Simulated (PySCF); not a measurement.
Fractional electron number in Fe²⁺ (iron, charge +2)

The 3d beta orbital of [Ar] 3d6 is emptied in steps (occupation f), with all orbitals relaxed, ending at [Ar] 3d5. Calculation: PySCF 2.14, in jorge-DZP-DKH (8s6p2d1f, 43 functions); the spin-free X2C one-electron Hamiltonian (Gaussian nucleus). The exact energy is a straight line in f; departures are measured from the line between the end points of the same method.

```
  f  BHandHLYP (eV)  wB97X (eV)  BLYP (eV)
  1           0.000       0.000      0.000
0.8          -0.461      -0.461     -1.302
0.6          -0.701      -0.698     -1.965
0.4          -0.711      -0.705     -1.978
0.2          -0.481      -0.473     -1.327
  0           0.000       0.000      0.000
```

| method | E(f=0) − E(f=1) (eV) | −ε at f=1 (eV) | −ε at f=0.4 (eV) |
| --- | --- | --- | --- |
| BHandHLYP | 30.682 | 27.837 | 31.224 |
| wB97X | 30.922 | 28.073 | 31.480 |
| BLYP | 31.602 | 23.517 | 33.186 |

Orbital energy along the path (eV):

```json
{"f": "1", "BHandHLYP": "-27.837", "wB97X": "-28.073", "BLYP": "-23.517"}
{"f": "0.8", "BHandHLYP": "-28.923", "wB97X": "-29.170", "BLYP": "-26.678"}
{"f": "0.6", "BHandHLYP": "-30.051", "wB97X": "-30.305", "BLYP": "-29.900"}
{"f": "0.4", "BHandHLYP": "-31.224", "wB97X": "-31.480", "BLYP": "-33.186"}
{"f": "0.2", "BHandHLYP": "-32.446", "wB97X": "-32.691", "BLYP": "-36.537"}
{"f": "0", "BHandHLYP": "-33.742", "wB97X": "-33.845", "BLYP": "-39.947"}
```

Reference removal energy between the ground levels: 30.651 ± 0.012 eV (measured; NIST Atomic Spectra Database, ionization energies). The calculation has no spin-orbit coupling. The determinant left behind need not be the lowest term of the ion.
